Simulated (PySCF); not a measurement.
Cl2HSi, SMILES [SiH](Cl)Cl, multiplicity 2. Atoms are numbered in the order given.

```xyz
4

Cl     0.0245    -0.3750    -1.6787
Si    -0.1312     0.7860     0.0000
Cl     0.0245    -0.3750     1.6787
H      1.0050     1.7471     0.0000
```
Charge 0, spin multiplicity 2.

Geometry optimised at PBE0-D3(BJ)/def2-TZVP. The isomer is the one that the SMILES or the coordinates give; other isomers of the formula were not compared.

These are B3LYP/pcH-1 run with PySCF values and carry that method's errors.

Unrestricted Kohn–Sham, ⟨S²⟩ = 0.751. Hyperfine tensors hold the contact and dipolar terms, without spin-orbit corrections.

Computed hyperfine couplings:
```json
[
 {"nucleus": "35Cl no. 1", "A(iso) (MHz)": "20.5", "A(iso) (G)": "7.3", "dipolar principal values (MHz)": "-21.7, -20.5, 42.2"},
 {"nucleus": "29Si no. 2", "A(iso) (MHz)": "-852.4", "A(iso) (G)": "-304.1", "dipolar principal values (MHz)": "-143.0, 70.4, 72.5"},
 {"nucleus": "35Cl no. 3", "A(iso) (MHz)": "20.5", "A(iso) (G)": "7.3", "dipolar principal values (MHz)": "-21.7, -20.5, 42.2"},
 {"nucleus": "1H no. 4", "A(iso) (MHz)": "180.9", "A(iso) (G)": "64.5", "dipolar principal values (MHz)": "-6.2, -0.7, 6.8"}
]
```

Question: And the g tensor (effective nuclear charges for spin-orbit coupling, GIAO)? (An estimate is asked for; the answer gives what the named calculation found.)

Answer: principal values 2.0021, 2.0087, 2.0091; isotropic 2.0066.
